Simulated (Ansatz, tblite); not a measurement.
Cost and result up the ladder for FeCl3 (4 atoms). The state is a sextet with charge 0. Geometry: r2SCAN-D4/def2-SVP.

```xyz
4

Fe   -0.0090   -0.0010   -0.0012
Cl    0.2345   -2.0706    0.5049
Cl   -0.3980    1.4401    1.5385
Cl    0.1724    0.6315   -2.0422
```

Ansatz on 4 threads of Arm Neoverse V1 on a shared host; xTB runs through tblite on one thread. Times are rough, summed over both states, and most runs start from the orbitals of an earlier one. PBE0-D4/def2-TZVP serves as the yardstick here, not as an exact answer. The other state is a septet.

The xTB rows come from tblite. At PBE0-D4/def2-TZVP a quintet of charge 1 lies 0.15 eV below the septet, each at its own geometry.

Raw xTB energies of ions are shifted by several eV, and xTB has no spin-polarisation term.

| level | functions | wall time | vertical IE (eV) | difference from PBE0-D4/def2-TZVP (eV) | remarks |
| --- | --- | --- | --- | --- | --- |
| GFN2-xTB | 36 | 0.01 s | 14.75 | 3.61 | – |
| GFN1-xTB | 36 | 0.012 s | 15.71 | 4.57 | – |
| PBE-D4/def2-TZVP | 156 | 5.3 s | 10.73 | -0.42 | lower spin may lie lower (+1 septet) |
| PBE0-D4/def2-TZVP | 156 | 11 s | 11.14 | 0.00 | – |
| r2SCAN-D4/def2-TZVP (with forces) | 156 | 15 s | 10.96 | -0.18 | – |
